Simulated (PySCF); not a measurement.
Run record: geometry optimisation, `c1(c(C)cccc1OC)C` (2,3-dimethylanisole).

Method: PBE0-D3(BJ)/def2-SVP geometry optimisation, gas phase (PySCF 2.14.0). Start geometry: GFN2-xTB. A driver script takes a list of jobs; this job's settings line and coordinates (Å) are shown.

Input:
```
{"job": {"xc": "PBE0", "basis": "def2-SVP", "d3": "d3bj", "grid": 1, "kind": "geom"}, "charge": 0, "multiplicity": 1}
C      3.104032     0.490342     0.959151
O      1.841055    -0.110977     1.077330
C      0.868618     0.223977     0.171972
C      1.058415     1.130815    -0.862446
C      0.021361     1.407564    -1.736447
C     -1.199893     0.783694    -1.588058
C     -1.405786    -0.124714    -0.556477
C     -2.735194    -0.799207    -0.402036
C     -0.372542    -0.409329     0.332758
C     -0.576977    -1.387201     1.451173
H      3.047134     1.576615     1.086324
H      3.707335     0.066157     1.760783
H      3.573015     0.260606    -0.003336
H      2.006271     1.626220    -0.999637
H      0.177151     2.115839    -2.537072
H     -2.003224     1.001244    -2.276303
H     -3.427868    -0.463456    -1.169162
H     -3.165746    -0.581682     0.574690
H     -2.627679    -1.880403    -0.481404
H     -1.390287    -1.062316     2.099001
H      0.328170    -1.475946     2.042153
H     -0.837772    -2.368455     1.056193
```

Output:
```
step   0  E = -424.61605410  max force = 0.010369
step   1  E = -424.61803331  max force = 0.001917
step   2  E = -424.61805496  max force = 0.000551
step   3  E = -424.61804702  max force = 0.000786
step   4  E = -424.61805700  max force = 0.000398
optimisation converged
```

Energies in Eh; «max force» is the largest Cartesian gradient component in Eh/bohr.

Task: Give the first gradient maximum in eV/Å.

Result: With 1 Eh/bohr = 51.422 eV/Å, 0.533 eV/Å.

Task: How much energy does the optimisation release, in kJ/mol?

Result: E(step 0) − E(last step) = 0.002003 Eh, which is 5.3 kJ/mol.

In short: final energy -424.61806 Eh after 4 steps; dipole 0.88 D.

Task: Where do the atoms end?

Result: 0.024 Å rms from the input after alignment:
```
atom  x, y, z in Å
C1     2.6480    0.2548    0.6099
O2     1.3907   -0.3456    0.7125
C3     0.4231   -0.0059   -0.1725
C4     0.6235    0.9179   -1.2030
C5    -0.4237    1.2144   -2.0728
C6    -1.6584    0.5976   -1.9193
C7    -1.8686   -0.3288   -0.8899
C8    -3.2059   -0.9912   -0.7300
C9    -0.8249   -0.6394   -0.0035
C10   -1.0253   -1.6276    1.1072
H11    2.5932    1.3513    0.7316
H12    3.2624   -0.1601    1.4193
H13    3.1352    0.0320   -0.3561
H14    1.5883    1.4080   -1.3327
H15   -0.2663    1.9364   -2.8774
H16   -2.4773    0.8323   -2.6036
H17   -3.9134   -0.6505   -1.4980
H18   -3.6483   -0.7772    0.2566
H19   -3.1265   -2.0879   -0.8053
H20   -1.8459   -1.3179    1.7745
H21   -0.1163   -1.7351    1.7092
H22   -1.2967   -2.6211    0.7142
```

The run took about 4 min of CPU time (one thread, shared machine).
Labels such as C1 count atoms from 1, the log's own numbers from 0.
